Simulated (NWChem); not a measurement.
The numbers come from NWChem runs, not from measurements. System: H$_{4}$AlO$_{4}$ (-1), charge -1, spin multiplicity 1, at a geometry optimised with PBE0/def2-SVP. The structure started from a generated list of species. Level: evGW0@PBE/def2-SVPD, RI basis def2-svpd-rifit, 6 cycles.

Input file:

```
start mol
memory heap 200 mb stack 700 mb global 1700 mb
charge -1
geometry units angstroms nocenter noautoz
  Al     0.000000     0.000000    -0.000102
  O     -0.296185     1.485836    -0.929994
  H     -1.244966     1.593521    -1.034920
  O      1.485907     0.295806     0.929866
  H      1.592815     1.244472     1.036608
  O     -1.485907    -0.295806     0.929866
  H     -1.592815    -1.244472     1.036608
  O      0.296185    -1.485836    -0.929994
  H      1.244966    -1.593521    -1.034920
  symmetry group C2
end
basis spherical
  * library def2-svpd
end
basis "ri basis" bse spherical
  * library def2-svpd-rifit
end
dft
  xc xpbe96 cpbe96
  iterations 100
  direct
  tolerances tight
end
task dft energy
gw
  evgw0 6
  states alpha occ -1 vir -1
end
task dft gw
```

NWChem printed:

```
             Northwest Computational Chemistry Package (NWChem) 7.3.0
             --------------------------------------------------------

                                NWChem Input Module
                                -------------------

 Scaling coordinates for geometry "geometry" by  1.889725989
 (inverse scale =  0.529177249)

 Turning off AUTOSYM since
 SYMMETRY directive was detected!

                             Geometry "geometry" -> ""
                             -------------------------

 Output coordinates in angstroms (scale by  1.889725989 to convert to a.u.)

  No.       Tag          Charge          X              Y              Z
 ---- ---------------- ---------- -------------- -------------- --------------
    1 Al                  13.0000     0.00000000     0.00000000    -0.00010200
    2 O                    8.0000    -0.29618500     1.48583600    -0.92999400
    3 H                    1.0000    -1.24496600     1.59352100    -1.03492000
    4 O                    8.0000     1.48590700     0.29580600     0.92986600
    5 H                    1.0000     1.59281500     1.24447200     1.03660800
    6 O                    8.0000    -1.48590700    -0.29580600     0.92986600
    7 H                    1.0000    -1.59281500    -1.24447200     1.03660800
    8 O                    8.0000     0.29618500    -1.48583600    -0.92999400
    9 H                    1.0000     1.24496600    -1.59352100    -1.03492000

 Effective nuclear repulsion energy (a.u.)     240.3353891302

            Nuclear Dipole moment (a.u.)
            ----------------------------
        X                 Y               Z
 ---------------- ---------------- ----------------
    -0.0000000000    -0.0000000000     0.0000037795

      Symmetry information
      --------------------

 Group name             C2
 Group number              4
 Group order               2
 No. of unique centers     5

      Symmetry unique atoms

     1    2    3    4    5


 Summary of "ao basis" -> "" (spherical)
 ------------------------------------------------------------------------------
       Tag                 Description            Shells   Functions and Types
 ---------------- ------------------------------  ------  ---------------------
 *                         def2-svpd                  on all atoms

 new library libraries.bse/

 Summary of "ri basis" -> "" (spherical)
 ------------------------------------------------------------------------------
       Tag                 Description            Shells   Functions and Types
 ---------------- ------------------------------  ------  ---------------------
 *                      def2-svpd-rifit               on all atoms

  pbe96 is a nonlocal functional; adding pw91lda local functional.

                                 NWChem DFT Module
                                 -----------------

 Summary of "ao basis" -> "ao basis" (spherical)
 ------------------------------------------------------------------------------
       Tag                 Description            Shells   Functions and Types
 ---------------- ------------------------------  ------  ---------------------
 Al                        def2-svpd                10       24   5s3p2d
 O                         def2-svpd                 9       23   4s3p2d
 H                         def2-svpd                 4        8   2s2p

 Summary of "ao basis" -> "ao basis" (spherical)
 ------------------------------------------------------------------------------
       Tag                 Description            Shells   Functions and Types
 ---------------- ------------------------------  ------  ---------------------
 Al                        def2-svpd                10       24   5s3p2d
 O                         def2-svpd                 9       23   4s3p2d
 H                         def2-svpd                 4        8   2s2p

      Symmetry analysis of basis
      --------------------------

        a          76
        b          72

            General Information
            -------------------
          SCF calculation type: DFT
          Wavefunction type:  closed shell.
          No. of atoms     :     9
          No. of electrons :    50
           Alpha electrons :    25
            Beta electrons :    25
          Charge           :    -1
          Spin multiplicity:     1
          Use of symmetry is: on ; symmetry adaption is: on
          Maximum number of iterations: 100
          This is a Direct SCF calculation.
          AO basis - number of functions:   148
                     number of shells:    62
          Convergence on energy requested:  1.00D-06
          Convergence on density requested:  1.00D-05
          Convergence on gradient requested:  5.00D-04

              XC Information
              --------------
          PerdewBurkeErnzerhof Exchange Functional  1.000
            Perdew 1991 LDA Correlation Functional  1.000 local
           PerdewBurkeErnz. Correlation Functional  1.000 non-local

             Grid Information
             ----------------
          Grid used for XC integration:  medium
          Radial quadrature: Mura-Knowles
          Angular quadrature: Lebedev.
          Tag              B.-S. Rad. Rad. Pts. Rad. Cut. Ang. Pts.
          ---              ---------- --------- --------- ---------
          Al                  1.25       88          10.0       590
          O                   0.60       49          11.0       434
          H                   0.35       45          11.0       434
          Grid pruning is: on
          Number of quadrature shells:   276
[...]
@GW        78         24.913           0.000
@GW        79         24.918           0.000
@GW        80         25.790           0.000
@GW        81         25.847           0.000
@GW        82         26.077           0.000
@GW        83         26.387           0.000
@GW        84         26.393           0.000
@GW        85         26.962           0.000
@GW        86         28.540           0.000
@GW        87         28.544           0.000
@GW        88         30.373           0.000
@GW        89         30.832           0.000
@GW        90         31.326           0.000
@GW        91         31.329           0.000
@GW        92         33.560           0.000
@GW        93         34.468           0.000
@GW        94         34.471           0.000
@GW        95         34.775           0.000
@GW        96         35.329           0.000
@GW        97         37.328           0.000
@GW        98         37.916           0.000
@GW        99         37.929           0.000
@GW       100         38.848           0.000
@GW       101         43.901           0.000
@GW       102         43.911           0.000
@GW       103         44.335           0.000
@GW       104         48.116           0.000
@GW       105         48.232           0.000
@GW       106         48.233           0.000
@GW       107         48.525           0.000
@GW       108         49.056           0.000
@GW       109         53.119           0.000
@GW       110         53.689           0.000
@GW       111         53.690           0.000
@GW       112         55.433           0.000
@GW       113         57.599           0.000
@GW       114         57.605           0.000
@GW       115         58.942           0.000
@GW       116         60.053           0.000
@GW       117         60.055           0.000
@GW       118         60.633           0.000
@GW       119         60.974           0.000
@GW       120         60.955           0.000
@GW       121         66.360           0.000
@GW       122         66.364           0.000
@GW       123         67.129           0.000
@GW       124         68.680           0.000
@GW       125         75.179           0.000
@GW       126         75.110           0.000
@GW       127         75.184           0.000
@GW       128         75.381           0.000
@GW       129         88.561           0.000
@GW       130         89.344           0.000
@GW       131         89.314           0.000
@GW       132         89.314           0.000
@GW       133         90.348           0.000
@GW       134         92.523           0.000
@GW       135         92.529           0.000
@GW       136         93.523           0.000
@GW       137         93.749           0.000
@GW       138         93.844           0.000
@GW       139         94.098           0.000
@GW       140         94.097           0.000
@GW       141         93.730           0.000
@GW       142         96.496           0.000
@GW       143         96.728           0.000
@GW       144         96.730           0.000
@GW       145        120.107           0.000
@GW       146        120.105           0.000
@GW       147        120.157           0.000
@GW       148        120.239           0.000

  *** G5W0

          Solving quasiparticle equations

                  Alpha Orbitals
          State     Energy (eV)     Error (eV)
          -----------------------------------
@GW         1      -1539.887           0.000
@GW         2       -533.303           0.000
@GW         3       -533.292           0.000
@GW         4       -533.302           0.000
@GW         5       -533.300           0.000
@GW         6       -120.531           0.000
@GW         7        -73.251           0.000
@GW         8        -73.242           0.000
@GW         9        -73.243           0.000
@GW        10        -23.427           0.000
@GW        11        -23.020           0.000
@GW        12        -23.022           0.000
@GW        13        -22.916           0.000
@GW        14        -10.815           0.000
@GW        15        -10.305           0.000
@GW        16        -10.164           0.000
@GW        17        -10.162           0.000
@GW        18         -6.969           0.000
@GW        19         -6.651           0.000
@GW        20         -6.318           0.000
@GW        21         -6.316           0.000
@GW        22         -5.730           0.000
@GW        23         -5.559           0.000
@GW        24         -5.100           0.000
@GW        25         -5.099           0.000
@GW        26          4.900           0.000
@GW        27          6.644           0.000
@GW        28          6.642           0.000
@GW        29          7.038           0.000
@GW        30          7.353           0.000
@GW        31          7.457           0.000
@GW        32          7.458           0.000
@GW        33          7.575           0.000
@GW        34          8.309           0.000
@GW        35          9.150           0.000
@GW        36          9.259           0.000
@GW        37          9.261           0.000
@GW        38          9.431           0.000
@GW        39          9.711           0.000
@GW        40         10.230           0.000
@GW        41         10.561           0.000
@GW        42         10.563           0.000
@GW        43         11.332           0.000
@GW        44         11.334           0.000
@GW        45         12.010           0.000
@GW        46         11.936           0.000
@GW        47         12.652           0.000
@GW        48         13.590           0.000
@GW        49         13.593           0.000
@GW        50         13.647           0.000
@GW        51         14.003           0.000
@GW        52         14.192           0.000
@GW        53         15.256           0.000
@GW        54         15.256           0.000
@GW        55         15.214           0.000
@GW        56         15.604           0.000
@GW        57         15.985           0.000
@GW        58         16.284           0.000
@GW        59         16.724           0.000
@GW        60         16.727           0.000
@GW        61         16.761           0.000
@GW        62         17.100           0.000
@GW        63         17.102           0.000
@GW        64         18.102           0.000
@GW        65         18.024           0.000
@GW        66         18.016           0.000
@GW        67         18.017           0.000
@GW        68         19.456           0.000
@GW        69         20.130           0.000
@GW        70         20.441           0.000
@GW        71         20.444           0.000
@GW        72         20.606           0.000
@GW        73         20.433           0.000
@GW        74         22.870           0.000
@GW        75         23.337           0.000
@GW        76         23.341           0.000
@GW        77         23.679           0.000
@GW        78         24.913           0.000
@GW        79         24.918           0.000
@GW        80         25.790           0.000
@GW        81         25.847           0.000
@GW        82         26.077           0.000
@GW        83         26.387           0.000
@GW        84         26.393           0.000
@GW        85         26.962           0.000
@GW        86         28.540           0.000
@GW        87         28.543           0.000
@GW        88         30.373           0.000
@GW        89         30.832           0.000
@GW        90         31.325           0.000
@GW        91         31.328           0.000
@GW        92         33.560           0.000
@GW        93         34.467           0.000
@GW        94         34.471           0.000
@GW        95         34.775           0.000
@GW        96         35.329           0.000
@GW        97         37.328           0.000
@GW        98         37.916           0.000
@GW        99         37.928           0.000
@GW       100         38.848           0.000
@GW       101         43.901           0.000
@GW       102         43.910           0.000
@GW       103         44.335           0.000
@GW       104         48.116           0.000
@GW       105         48.231           0.000
@GW       106         48.233           0.000
@GW       107         48.525           0.000
@GW       108         49.056           0.000
@GW       109         53.119           0.000
@GW       110         53.689           0.000
@GW       111         53.690           0.000
@GW       112         55.433           0.000
@GW       113         57.599           0.000
@GW       114         57.604           0.000
@GW       115         58.942           0.000
@GW       116         60.053           0.000
@GW       117         60.055           0.000
@GW       118         60.633           0.000
@GW       119         60.974           0.000
@GW       120         60.955           0.000
@GW       121         66.360           0.000
@GW       122         66.364           0.000
@GW       123         67.129           0.000
@GW       124         68.680           0.000
@GW       125         75.179           0.000
@GW       126         75.110           0.000
@GW       127         75.184           0.000
@GW       128         75.381           0.000
@GW       129         88.562           0.000
@GW       130         89.346           0.000
@GW       131         89.315           0.000
@GW       132         89.316           0.000
@GW       133         90.349           0.000
@GW       134         92.524           0.000
@GW       135         92.530           0.000
@GW       136         93.524           0.000
@GW       137         93.750           0.000
@GW       138         93.845           0.000
@GW       139         94.099           0.000
@GW       140         94.097           0.000
@GW       141         93.732           0.000
@GW       142         96.496           0.000
@GW       143         96.727           0.000
@GW       144         96.730           0.000
@GW       145        120.108           0.000
@GW       146        120.106           0.000
@GW       147        120.157           0.000
@GW       148        120.240           0.000

     GW Timing Statistics
   ------------------------
   Init.   :          0.0s
     ERIs  :          1.7s
     Distr.:          0.1s
     Vxc   :          0.3s
   Sigma_x :          0.0s
   RPA     :          4.5s
   Wmn     :          9.3s
   Sigma_c :          4.9s
   GW total:         21.0s

 Task  times  cpu:       21.0s     wall:       21.0s

 Total times  cpu:       30.8s     wall:       30.8s
```
